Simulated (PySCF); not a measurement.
CuH6N2, SMILES [NH3]->[Cu+]<-[NH3], charge +1, multiplicity 1.

Geometry: B3LYP-D3(BJ)/def2-SVP. The multiplicity is an assumed one; other spin states were not compared.

Level of theory: B3LYP-D3(BJ)/def2-SVP (PySCF).

Frequencies are harmonic and unscaled.

Modes within 1.5 cm⁻¹ of each other (mostly degenerate sets) share a row, with their intensities summed.

Computed normal modes with their intensities:
| mode | ν (cm⁻¹) | IR (km/mol) | Raman (Å⁴/amu) | depolarisation | moving atoms (share of kinetic energy) |
|---|---|---|---|---|---|
| 1 | 5 | 0.0 | 0.0 | – | H 100 % |
| 2–3 | 136 | 35.9 | 0.0 | – | N 43 %, Cu 33 %, H 24 % |
| 4 | 419 | 0.0 | 1.5 | 0.33 | N 81 %, H 19 % |
| 5 | 514 | 0.0 | 0.0 | – | N 52 %, Cu 35 %, H 13 % |
| 6–7 | 635 | 0.0 | 0.1 | 0.75 | H 88 %, N 12 % |
| 8–9 | 682 | 176.4 | 0.0 | – | H 83 %, N 15 % |
| 10–11 | 1286 | 214.3 | 0.9 | 0.40 | H 84 %, N 16 % |
| 12–15 | 1630 | 108.1 | 24.2 | 0.75 | H 95 % |
| 16–17 | 3439 | 59.7 | 186.4 | 0.00 | H 98 % |
| 18–21 | 3531 | 297.9 | 175.0 | 0.75 | H 92 %, N 8 % |
